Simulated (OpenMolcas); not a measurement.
**Cr4+ in a point-charge field**

Cr4+ among 6 point charges of -1.5 e arranged as a trigonal prism (D3h), 1.89 Å from the ion, with a polar angle of 46.6° against the regular 49.1°.

| Property | Result |
| --- | --- |
| Program | OpenMolcas |
| Method | CASSCF |
| Basis | ANO-RCC-VTZP [6s5p3d2f1g] |
| Scalar Hamiltonian | DKH2, point nucleus |
| Active space | 2 electrons in 5 orbitals (3d) |
| State averaging | 2S+1 = 3 even, 10 roots; 2S+1 = 1 even, 15 roots |
| Spin-orbit coupling | state interaction with AMFI integrals over the reference wave functions |

The lowest spin-free states (labels of D3, the rotations of D3h), above the lowest:

```json
{"State": "3E", "Degeneracy": "2", "E (cm-1)": "0.0", "Free-ion L (%)": "F (100)"}
{"State": "3A2", "Degeneracy": "1", "E (cm-1)": "877.3", "Free-ion L (%)": "F (100)"}
{"State": "3A1", "Degeneracy": "1", "E (cm-1)": "879.3", "Free-ion L (%)": "F (100)"}
{"State": "3E", "Degeneracy": "2", "E (cm-1)": "2442", "Free-ion L (%)": "F (99)"}
{"State": "3A2", "Degeneracy": "1", "E (cm-1)": "2700", "Free-ion L (%)": "F (90)"}
{"State": "1A1", "Degeneracy": "1", "E (cm-1)": "14957", "Free-ion L (%)": "D (98)"}
{"State": "1E", "Degeneracy": "2", "E (cm-1)": "17179", "Free-ion L (%)": "D (98)"}
{"State": "1E", "Degeneracy": "2", "E (cm-1)": "17312", "Free-ion L (%)": "D (91)"}
{"State": "3A2", "Degeneracy": "1", "E (cm-1)": "17782", "Free-ion L (%)": "P (90)"}
{"State": "1E", "Degeneracy": "2", "E (cm-1)": "19663", "Free-ion L (%)": "G (100)"}
{"State": "3E", "Degeneracy": "2", "E (cm-1)": "22904", "Free-ion L (%)": "P (99)"}
{"State": "1A1", "Degeneracy": "1", "E (cm-1)": "25353", "Free-ion L (%)": "G (100)"}
{"State": "1A2", "Degeneracy": "1", "E (cm-1)": "25361", "Free-ion L (%)": "G (100)"}
{"State": "1E", "Degeneracy": "2", "E (cm-1)": "29313", "Free-ion L (%)": "G (91)"}
{"State": "1E", "Degeneracy": "2", "E (cm-1)": "29770", "Free-ion L (%)": "G (98)"}
{"State": "1A1", "Degeneracy": "1", "E (cm-1)": "29825", "Free-ion L (%)": "G (99)"}
{"State": "1A1", "Degeneracy": "1", "E (cm-1)": "62808", "Free-ion L (%)": "S (99)"}
```

The lowest levels with spin-orbit coupling:

| E (cm-1) | Degeneracy | Label | 2S+1 | g |
| --- | --- | --- | --- | --- |
| 0.0 | 2 | E | 3 | 0.00 0.00 0.03 |
| 179.9 | 2 | E | 3 | 0.00 0.00 3.63 |
| 576.0 | 1 | A1 | 3 |  |
| 576.3 | 1 | A2 | 3 |  |
| 901.2 | 2 | E | 3 | 0.00 0.00 2.40 |
| 1370 | 1 | A1 | 3 |  |
| 1372 | 1 | A2 | 3 |  |
| 1734 | 2 | E | 3 | 0.00 0.00 10.00 |
| 2266 | 1 | A1 | 3 |  |
| 2572 | 2 | E | 3 | 0.00 0.00 2.69 |
| 2661 | 1 | A2 | 3 |  |
| 3025 | 2 | E | 3 | 0.00 0.00 5.96 |
| 3360 | 2 | E | 3 | 0.00 0.00 3.27 |
| 3441 | 1 | A1 | 3 |  |
| 15321 | 1 | A1 | 1 |  |
| 17396 | 2 | E | 1 (82 %) | 0.00 0.00 2.35 |
| 17667 | 2 | E | 1 | 0.00 0.00 4.01 |
| 18173 | 1 | A1 | 3 |  |
| 18312 | 2 | E | 3 (83 %) | 0.00 0.00 3.65 |
| 20045 | 2 | E | 1 | 0.00 0.00 8.00 |

Powder χT (cm3 K/mol): 0.00373 at 2 K, 0.0185 at 10 K, 0.0944 at 50 K, 0.205 at 100 K, 0.419 at 200 K, 0.613 at 300 K. The effective moment at 300 K is 2.828 √(χT) = 2.21 μB.

The lowest level has 2S+1 = 3, for which the spin-only value is χT = S(S+1) / 2 = 1.000 cm3 K/mol (g = 2). The computed 0.613 at 300 K differs by -0.387, through orbital momentum, spin-orbit coupling and any other state in reach.

An orbital doublet at a regular site is open to a Jahn-Teller distortion, which this geometry leaves out. Without dynamic correlation the repulsion within the d shell is too large (B by tens of per cent), so at a given field states of lower spin stand too high. The ground term spreads over less than 5000 cm-1, several times less than with real ligands, so orbital moments are less quenched and χT lies further from the spin-only value than at real sites. This is an electrostatic model: the charges have no orbitals. No measured value stands beside these numbers.

With an even number of electrons the g values are those of a degenerate or nearly degenerate non-Kramers pair.
